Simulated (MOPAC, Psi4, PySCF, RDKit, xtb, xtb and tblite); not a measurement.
Two geometries of SMILES C([SiH2]CC=O)(=O)C (C4H8O2Si), relaxed at GFN2-xTB with one dihedral held; other torsions can differ between them too.

Structure A

```
15

C     -1.7823     0.6639    -0.6942
C     -1.4242    -0.2545     0.4352
O     -2.0192    -0.2627     1.4889
Si     0.0722    -1.4510     0.1915
C      1.5971    -0.4558    -0.4532
C      1.6753     0.8483     0.2368
O      1.1500     1.8630    -0.1436
H     -0.9926     1.4127    -0.7725
H     -1.8177     0.1136    -1.6318
H     -2.7303     1.1634    -0.5083
H     -0.2445    -2.4468    -0.8368
H      0.3885    -2.0574     1.4824
H      1.4657    -0.2969    -1.5230
H      2.4941    -1.0439    -0.2808
H      2.2404     0.8301     1.1886
```

Structure B

```
15

C     -2.3782     0.4294     0.1746
C     -1.0831     0.2286    -0.5604
O     -0.8966     0.6576    -1.6749
Si     0.2883    -0.7836     0.3531
C      1.8991    -0.4789    -0.6300
C      2.9854    -1.2335     0.0286
O      3.6984    -0.8137     0.9005
H     -2.7695    -0.5382     0.4792
H     -2.1832     1.0062     1.0759
H     -3.1054     0.9498    -0.4445
H     -0.0963    -2.1990     0.3171
H      0.3920    -0.3231     1.7374
H      2.1148     0.5896    -0.6091
H      1.7584    -0.7999    -1.6601
H      3.0773    -2.2831    -0.3184
```

Q: Which is lower in energy at the level PBE0-D3(BJ)/def2-SVP // GFN2-xTB in Psi4 1.11, and by how much?

A: A is lower, by 2.43 kJ/mol (dihedral C2–Si4–C5–C6: 40° in A, 180° in B).

E(B) − E(A) in kJ/mol at the other levels, on the same two geometries: GFN2-xTB (xtb and tblite) 2.78; MMFF94 // GFN2-xTB (RDKit) -3.85; PBE0/def2-SVP // GFN2-xTB (Psi4) -0.09; PBE/def2-SVP // GFN2-xTB (Psi4) 0.17; PBE-D3(BJ)/def2-SVP // GFN2-xTB (Psi4) 2.79; UFF // GFN2-xTB (RDKit) -7.64; PM7, restricted, heats of formation // GFN2-xTB (MOPAC) 2.04; AM1, restricted, heats of formation // GFN2-xTB (MOPAC) -0.73; GFN1-xTB // GFN2-xTB (xtb) 2.14; restricted B3LYP/6-31G*, spherical d, density fitting // GFN2-xTB (PySCF) -1.90; restricted MP2 (frozen core)/3-21G // GFN2-xTB (PySCF) 10.89; restricted Hartree-Fock/LANL2DZ, with its core potentials past Ne // GFN2-xTB (PySCF) -5.52; restricted LDA (SVWN5)/6-31G*, spherical d, density fitting // GFN2-xTB (PySCF) 4.26.
